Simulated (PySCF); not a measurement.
Simulation results for AlB₂H₃N, C₂H₅BN, CH₄AlBN, B₂H₄NSi

Computed with PySCF 2.14.0. Calculation on a computer-drawn molecule: the log of a Hartree-Fock and frozen-core CCSD(T) single point meant for a local Hartree-Fock minimum, with one planted fault or none, to be diagnosed. Offsets are logged minus clean, where the clean run is the same molecule without the fault. The reference is restricted for singlets and unrestricted otherwise, and also for a bond in bohr or an excited solution. Adding or removing an electron swaps singlet and doublet. The excited solution moves the top pair (singlet) or top alpha electron (doublet) to the lowest empty orbital. Highest occupied and lowest empty are orbital energies over both spins, largest force is the largest gradient component, triples share is (T) over the correlation energy, the T1 limit is 0.02 restricted and 0.045 unrestricted, electrons count all cores, a negative frequency is imaginary (commonest isotopes), and the dipole is about the centre of nuclear charge.

Common to all runs: logged SCF converged yes; possible faults no fault, one electron removed, one electron added, multiplicity raised by two, geometry at a saddle point, SCF held on an excited solution, minimal basis STO-3G, one bond length entered in bohr, all coordinates scaled.

(1) AlB₂H₃N

Logged structure:
```xyz
7
AlB2H3N
B     -2.2654     0.8421    -2.5528
N     -1.5379    -0.0663    -2.0232
B     -0.7972    -0.9928    -1.4832
Al     0.4630    -2.5695    -0.5644
H     -2.9301     1.6720    -3.0366
H     -0.2115    -3.2315     0.6717
H      1.8188    -2.7601    -1.3038
```

* meant charge: 1
* meant multiplicity: 1
* meant basis: cc-pV(D+d)Z
* logged electrons: 31
* logged basis functions: 80
* logged spin squared: 0.8531
* logged highest occupied: -22.067 eV
* logged lowest empty: -14.111 eV
* logged largest force: 0.042659 hartree/bohr
* logged T1 diagnostic: 0.024529
* logged D1 diagnostic: 0.073846
* logged triples share: 0.039167
* logged CC converged: yes
* logged dipole magnitude: 4.391 debye
* logged SCF stable within its kind: yes
* logged energy HF: -346.71409 hartree
* logged energy CCSD(T): -347.07979 hartree
* planted fault: one electron removed
* HF energy offset from clean run: 350.5 kcal/mol
* CCSD(T) energy offset from clean run: 364.6 kcal/mol

Drawn bonds:
```
atom  other atom  order
   1           2      2
   2           3      1
   3           4      1
   1           5      1
   4           6      1
   4           7      1
```

(2) C₂H₅BN

Logged structure:
```xyz
9
C2H5BN
B     -4.0093    -0.3745    -0.8459
N     -2.9939    -0.7590    -0.3348
C     -1.8840    -1.1605     0.1997
C     -0.6549    -0.4266    -0.0113
H     -4.9695    -0.0170    -1.3261
H     -1.9214    -1.9858     0.8411
H     -0.4625    -0.2993    -1.0425
H      0.1604    -0.9366     0.4191
H     -0.7050     0.5383     0.4207
```

- meant charge: 0
- meant multiplicity: 2
- meant basis: cc-pVDZ
- logged electrons: 29
- logged basis functions: 81
- logged spin squared: 0.8104
- logged highest occupied: -7.4916 eV
- logged lowest empty: 3.3708 eV
- logged largest force: 0.05035 hartree/bohr
- logged T1 diagnostic: 0.017737
- logged D1 diagnostic: 0.068704
- logged triples share: 0.031377
- logged CC converged: yes
- logged dipole magnitude: 0.21915 debye
- logged SCF stable within its kind: yes
- logged energy HF: -157.74845 hartree
- logged energy CCSD(T): -158.30044 hartree
- planted fault: all coordinates scaled, by -3.4 %
- HF energy offset from clean run: 7.835 kcal/mol
- CCSD(T) energy offset from clean run: 12.88 kcal/mol

Drawn bonds:
```
atom  other atom  order
   1           2      2
   2           3      1
   3           4      1
   1           5      1
   3           6      1
   4           7      1
   4           8      1
   4           9      1
```

(3) CH₄AlBN

Logged structure:
```xyz
8
CH4AlBN
B     -1.3925    -1.6667     1.6234
N     -2.1072    -0.6562     1.6822
C     -2.8797     0.4549     1.7103
Al    -3.1302     1.6148     0.1760
H     -0.7177    -2.6224     1.5706
H     -3.3475     0.6340     2.6801
H     -4.0580     2.8852     0.3371
H     -2.4138     1.2773    -1.1905
```

* meant charge: 0
* meant multiplicity: 2
* meant basis: cc-pV(D+d)Z
* logged electrons: 35
* logged basis functions: 85
* logged spin squared: 0.7867
* logged highest occupied: -3.297 eV
* logged lowest empty: -1.9645 eV
* logged largest force: 0.1047 hartree/bohr
* logged dipole magnitude: 7.7803 debye
* logged SCF stable within its kind: no
* logged energy HF: -361.06803 hartree
* planted fault: SCF held on an excited solution
* HF energy offset from clean run: 93.58 kcal/mol

Drawn bonds:
```
atom  other atom  order
   1           2      2
   2           3      1
   3           4      1
   1           5      1
   3           6      1
   4           7      1
   4           8      1
```

Notes: coupled-cluster numbers left out as unreliable.

(4) CH₄AlBN

Structure as in entry 3.

* meant charge: 0
* meant multiplicity: 2
* meant basis: cc-pV(D+d)Z
* logged electrons: 35
* logged basis functions: 85
* logged spin squared: 0.7939
* logged highest occupied: -8.206 eV
* logged lowest empty: 0.87791 eV
* logged largest force: 1.935e-05 hartree/bohr
* logged lowest frequency: 139.69 cm⁻¹
* logged T1 diagnostic: 0.020528
* logged D1 diagnostic: 0.07578
* logged triples share: 0.033912
* logged CC converged: yes
* logged dipole magnitude: 0.95338 debye
* logged SCF stable within its kind: yes
* logged energy HF: -361.21716 hartree
* logged energy CCSD(T): -361.69417 hartree
* planted fault: no fault
* HF energy offset from clean run: 0 kcal/mol
* CCSD(T) energy offset from clean run: 0 kcal/mol

Drawn bonds:
```
atom  other atom  order
   1           2      2
   2           3      1
   3           4      1
   1           5      1
   3           6      1
   4           7      1
   4           8      1
```

(5) B₂H₄NSi

Logged structure:
```xyz
8
B2H4NSi
B     -2.9832    -1.0475     1.4505
N     -2.6754    -0.4397     0.3810
Si    -2.3057     0.3644    -0.9810
B     -0.9386    -0.3625    -2.2938
H     -3.2645    -1.6104     2.4357
H     -3.0100     1.6308    -1.2021
H      0.2035    -0.0583    -2.1545
H     -1.3125    -1.0773    -3.1689
```

* meant charge: 1
* meant multiplicity: 1
* meant basis: cc-pV(D+d)Z
* logged electrons: 34
* logged basis functions: 28
* logged spin squared: 0
* logged highest occupied: -14.957 eV
* logged lowest empty: -1.8974 eV
* logged largest force: 0.05379 hartree/bohr
* logged T1 diagnostic: 0.018454
* logged D1 diagnostic: 0.058119
* logged triples share: 0.036184
* logged CC converged: yes
* logged dipole magnitude: 0.85495 debye
* logged SCF stable within its kind: yes
* logged energy HF: -390.23409 hartree
* logged energy CCSD(T): -390.4519 hartree
* planted fault: minimal basis STO-3G
* HF energy offset from clean run: 2888 kcal/mol
* CCSD(T) energy offset from clean run: 3024 kcal/mol

Drawn bonds:
```
atom  other atom  order
   1           2      2
   2           3      1
   3           4      1
   1           5      1
   3           6      1
   4           7      1
   4           8      1
```
